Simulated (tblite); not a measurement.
Isomers of C3H10F2Si2. Level: GFN2-xTB in tblite, geometry and Hessian alike; calculated harmonic values, unscaled, isolated species. Against measured fundamentals such values can be off by several per cent, at times by over 20. Modes of hydrogen on silicon can be 10 to 20 % off. One conformer each.

Electronic energies: GFN2-xTB at the same geometries; isomer energies are rough at this level and their order can be wrong.

| SMILES | electronic energy, lowest = 0 (kcal/mol) |
| --- | --- |
| FC(F)[C@@H]([SiH3])C[SiH3] | 33.7 |
| FCC[C@H](F)[SiH2][SiH3] | 45.0 |
| C[C@@H](F)[SiH2]C[SiH2]F | 0.0 |

Task: How do GFN2-xTB zero-point energies change the relative energies?

Result: 
| SMILES | ZPE (kcal/mol) | of it from modes above 1550 cm⁻¹ | electronic (kcal/mol) | with ZPE, lowest = 0 (kcal/mol) | lowest mode (cm⁻¹) | rings |
| --- | --- | --- | --- | --- | --- | --- |
| C[C@@H](F)[SiH2]C[SiH2]F | 74.7 | 38.8 | 0.0 | 0.0 | 34 | 0 |
| FC(F)[C@@H]([SiH3])C[SiH3] | 71.9 | 36.3 | 33.7 | 30.8 | 54 | 0 |
| FCC[C@H](F)[SiH2][SiH3] | 73.2 | 37.1 | 45.0 | 43.4 | 31 | 0 |

The zero-point energies span 2.8 kcal/mol, from `FC(F)[C@@H]([SiH3])C[SiH3]` to `C[C@@H](F)[SiH2]C[SiH2]F`. The order is unchanged.

Task: What do entropy and thermal enthalpy add at 298.15 K and 1 bar (rigid rotor, harmonic oscillator, one conformer each)?

Result: 
```tsv
SMILES	point group	symmetry number	S (cal/(mol K))	H − H(0) (kcal/mol)	ZPE + H − H(0) − TS (kcal/mol)
C[C@@H](F)[SiH2]C[SiH2]F	C1	1	104.0	7.47	51.2
FC(F)[C@@H]([SiH3])C[SiH3]	C1	1	101.2	7.26	49.0
FCC[C@H](F)[SiH2][SiH3]	C1	1	106.9	7.58	48.9
```
